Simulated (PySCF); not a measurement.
Cartesian coordinates in Å; atom numbers follow the order of the lines, from 1:
```xyz
15

C     4.1632    0.0986   -1.0507
C     3.0146   -0.1816   -0.8237
C     1.7207   -0.5104   -0.5721
C     0.5748   -0.8239   -0.3666
C    -0.7970   -1.1982   -0.1040
C    -1.5448   -0.1216    0.6811
F    -1.0270    0.0471    1.9195
F    -2.8361   -0.4983    0.8652
C    -1.5620    1.2618   -0.0246
F    -2.4585    2.0802    0.5186
F    -1.8753    1.1254   -1.3181
F    -0.3757    1.8628    0.0380
H     5.1622    0.3494   -1.2460
H    -0.8285   -2.1160    0.4927
H    -1.3351   -1.3672   -1.0425
```

How the numbers were obtained: coordinates at the GFN2-xTB level, shielding tensors at PBE0/pcSseg-1 (GIAO), in PySCF 2.14 (one averaged value for each set of equivalent atoms, a single conformation, no solvent, non-relativistic).

Chemical shifts δ = σref − σ; ¹³C (σ = 186.93 ppm) vs TMS, all at this level.

Do the ¹³C shifts follow the atomic charges (in e)? Tabulate both.

Results:


| atoms | hybridisation | δ (ppm) | σ para (ppm) | Hirshfeld | IAO | Mulliken | ESP-fitted |
| --- | --- | --- | --- | --- | --- | --- | --- |
| C9 | sp3 | 128.7 | -183 | +0.24 | +0.78 | +0.81 | +0.39 |
| C6 | sp3 | 122.2 | -180 | +0.17 | +0.54 | +0.41 | +0.38 |
| C3 | sp | 79.8 | -139 | -0.04 | -0.03 | +0.10 | -0.24 |
| C1 | sp | 74.4 | -151 | -0.07 | -0.18 | -0.36 | -0.45 |
| C2 | sp | 73.4 | -135 | -0.03 | -0.03 | +0.22 | +0.23 |
| C4 | sp | 69.5 | -148 | -0.03 | -0.03 | -0.15 | +0.13 |
| C5 | sp3 | 28.3 | -93 | -0.07 | -0.31 | -0.17 | -0.47 |

Correlation coefficients of δ with charge over these carbons: Hirshfeld +0.89, IAO +0.94, Mulliken +0.80, ESP-fitted +0.77; with the paramagnetic shielding -0.96. Among the 4 sp carbons alone: Hirshfeld -0.21, IAO -0.06, Mulliken +0.32, ESP-fitted -0.55. With so few points, grouped by hybridisation, these coefficients are fragile. Charge is one influence among several: hybridisation and low-lying excitations act through the paramagnetic term.

Shifts are as computed. Against solution values, carbons near 30 ppm lie about +3 ppm off and those near 130 ppm about +5 ppm. Of 1211 compounds with measured shifts, 218 miss one by over three times the rms of a fit or turn the order of signals round; such compounds aren't used in these exercises.
